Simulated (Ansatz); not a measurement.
A structure relaxed at r2SCAN-D4/def2-TZVP in Ansatz, charge 0, singlet:

```csv
atom,x (Å),y (Å),z (Å)
Pd1,1.329,1.524,0.386
Te2,-0.584,-1.854,-0.894
Te3,-0.745,0.330,0.508
```

Q: Give its formula and point group.

A: Te2Pd. Point group Cs (tolerance 0.1 Å).

Q: Summarise the bond lengths by kind (pairs closer than 1.2 times the sum of covalent radii, bridged metal pairs left out).

A: 1 × Pd–Te 2.40 Å; 1 × Te–Te 2.60 Å. The metal has 1 neighbour: Te 2.40 Å.

In the def2 sets Pd, Te take a core potential; there is no spin–orbit coupling. The restricted singlet is unstable towards broken spin symmetry in Hartree–Fock (as tested in another run); at r2SCAN-D4/def2-TZVP this wasn't settled. An occupied level of the charge 0 singlet lies above an empty one (by up to 0.02 eV), so this SCF solution is probably not the lowest. The relaxation made no stability test and no search for a lower SCF solution. No other spin state of charge 0 was run. Another isomer (triplet) lies 1.10 eV lower at PBE0-D4/def2-TZVP; other spin states weren't run for this one.
